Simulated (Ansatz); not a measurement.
Basis sets compared for ScO3. Total charge 0; doublet. Geometry r2SCAN-D4/def2-TZVP. Ansatz on 4 threads of Arm Neoverse V1 on a shared host; times are rough, and most runs start from earlier orbitals.

```xyz
4

Sc    0.2987    0.2646   -0.7816
O    -0.9244    0.6073    0.8796
O     1.8552   -0.2903   -0.4670
O    -1.2295   -0.5816    0.3690
```

The 6-31G sets use Cartesian d functions. The structure holds one bond between oxygen atoms, so isomers without such links may lie far lower. The structure comes from a short search, and lower isomers may exist.

Binding counts from free atoms (Sc doublet, O triplet) in the same basis, without a counterpoise term.

| level | functions | energy (Eh) | HOMO (eV) | LUMO (eV) | binding per atom (eV) | wall time |
| --- | --- | --- | --- | --- | --- | --- |
| HF/STO-3G | 33 | -973.6817 | -7.43 | 2.18 | 1.70 | 0.2 s |
| HF/6-31G | 56 | -984.1628 | -11.00 | -0.71 | 1.00 | 0.45 s |
| PBE-D4/def2-SVP | 73 | -985.6589 | -5.47 | -4.23 | 4.33 | 1.1 s |
| PBE-D4/def2-TZVP | 138 | -986.0319 | -5.78 | -4.55 | – | 2 s |
| r2SCAN-D4/def2-TZVP | 138 | -986.3259 | -6.03 | -4.19 | – | 4.6 s |
| PBE0-D4/def2-SVP | 73 | -985.6538 | -7.16 | -2.83 | 3.80 | 1.4 s |
| PBE0-D4/def2-TZVP | 138 | -986.0264 | -7.36 | -3.07 | 3.76 | 2.5 s |

Question: Estimate the rows for PBE-D4/def2-TZVPD, r2SCAN-D4/def2-TZVPD, PBE0-D4/def2-TZVPD.

Answer: 
```csv
level,functions,energy (Eh),HOMO (eV),LUMO (eV),binding per atom (eV),wall time
PBE-D4/def2-TZVPD,168,-986.0347,-5.86,-4.62,–,2.7 s
r2SCAN-D4/def2-TZVPD,168,-986.3283,-6.08,-4.23,–,6 s
PBE0-D4/def2-TZVPD,168,-986.0288,-7.41,-3.13,3.76,3.6 s
```
